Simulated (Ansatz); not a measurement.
Ansatz results at the PBE0-D4/def2-TZVP geometry: ideal-gas entropy at 298 K and 1 bar (rigid rotor, harmonic PBE0-D4/def2-TZVP) 294 J/(mol·K); size of the dipole moment (B3LYP/def2-TZVPP) 2.04 D; LUMO energy (PBE0/def2-TZVPP) -0.92 eV.

Which molecule gave them?
A. `[NH2][GeH]([SH])[TeH]`
B. `C=[CH][GaH][GeH3]`
C. `N1[SiH2][AsH]1`
D. `C=C1O[SiH2]O1`

D. The others give `N1[SiH2][AsH]1`: 294, 1.00, -0.68; `C=[CH][GaH][GeH3]`: 380, 1.22, -1.99; `[NH2][GeH]([SH])[TeH]`: 399, 1.61, -0.99.

B3LYP here is the variant with VWN-RPA as its local correlation; programs differ in this.
